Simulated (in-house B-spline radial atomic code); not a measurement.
**Ionising P⁸⁺ with different functionals**

Computed with an all-electron radial atomic-structure program (B-spline basis): scalar-relativistic (spin-free X2C) Hamiltonian, Fermi nucleus of rms radius 3.1889 fm, spin-polarised at highest spin, spherical fractional occupations for the functionals, the average over the highest-spin determinants for Hartree-Fock. The ionisation energy is the difference of two self-consistent energies, [He] 2s2 2p3 → [He] 2s2 2p2, without Breit or QED terms; ε is the level of the shell that loses the electron (its least bound occupied spin orbital).

Hybrids are left out here: with spherical fractional occupations of an open shell their exact exchange keeps a self-interaction that integer-occupation calculations don't have.

```
           method          rung  ΔSCF (eV)  -ε(2p) (eV)
     Hartree-Fock  Hartree-Fock     373.02       374.54
         LDA VWN5           LDA     373.12       347.53
         LDA PW92           LDA     373.11       347.51
LDA exchange-only           LDA          ?            ?
              PBE           GGA     373.45       347.86
           PBEsol           GGA     373.08       347.51
             BLYP           GGA     373.59       347.90
             RPBE           GGA     373.43       347.85
             PW91           GGA     373.77       348.16
             BP86           GGA          ?            ?
             AM05           GGA     372.94       347.38
             OLYP           GGA     374.56       349.02
             TPSS      meta-GGA     374.05       348.56
             SCAN      meta-GGA     376.18       351.13
           r2SCAN      meta-GGA     375.96       350.92
          revTPSS      meta-GGA     373.64       348.20
```

What does LDA exchange-only give?

ΔSCF 371.31 eV, and -ε(2p) = 345.78 eV.

What does BP86 give?

ΔSCF 373.50 eV, and -ε(2p) = 347.89 eV.

How do they compare with the NIST value?

NIST lists 372.3 eV ± 0.21 (semi-empirical, ground level to ground level). Errors run from -1.00 to +3.87 eV; AM05 is closest (+0.63 eV), though others lie within the uncertainty of it, and part of that can be cancellation, since the calculations leave out spin-orbit coupling, Breit-QED terms, multiplet and fine-structure energies. Hartree-Fock also lacks correlation.
